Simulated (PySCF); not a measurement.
# Two-component Hartree-Fock for Pd¹⁵⁺ (palladium, charge +15)

Start: [Ar] 3d10 4s2 4p1; 4p3/2 filled at m_j = +3/2. Calculated with PySCF 2.14 in an even-tempered Gaussian basis (18 s from 0.75 bohr⁻², ratio 2.8; 13 p from 0.97 bohr⁻², ratio 2.8; 9 d from 1.7 bohr⁻², ratio 2.8; 4 f from 5.3 bohr⁻², ratio 3): generalised Hartree-Fock with the X2C-1e Hamiltonian and a Gaussian nucleus; one run each with spin-orbit coupling (SO) screened by Boettger's factors, then bare. This is a chosen level, not necessarily the ground level.

```csv
spinor shell,electrons,"ε, screened SO (eV)","ε, bare SO (eV)",weight of nominal j (bare SO),"rms radius, bare SO (bohr)"
1s1/2,2,-24848.4,-24848.2,1.000,0.0365
2s1/2,2,-4025.1,-4025.0,1.000,0.150
2p1/2,2,-3750.9,-3756.3,1.000,0.130
2p3/2,4,-3589.7,-3587.4,1.000,0.135
3s1/2,2,-1047.4,-1047.4,1.000,0.401
3p1/2,2,-936.95,-937.93,1.000,0.395
3d3/2,4,-716.61,-717.60,0.997,0.380
3d5/2,6,-710.85,-710.21,0.998,0.383
4s1/2,2,-402.07,-402.07,1.000,0.892
4p3/2,1,-361.36,-361.27,1.000,0.949
```

**Question.** Where does 3p3/2 lie, and what is the 3p spin-orbit splitting (bare SO)?

**Answer.** At -907.31 eV, 30.620 eV above 3p1/2.

```csv
quantity,screened SO,bare SO
E (hartree),-4961.48779,-4961.56893
M_J,3/2,3/2
⟨J²⟩,3.753,3.753
⟨L²⟩,2.010,2.011
⟨S²⟩,0.758,0.759
```

Each row is a mean over spinors that exchange with the open shell spreads, by up to 6.459 eV (4s1/2).

Breit and QED terms are absent; they matter most for the inner s and p1/2 levels.

Densities and radii are taken from the X2C orbitals without a picture-change correction, which distorts them close to the nucleus.
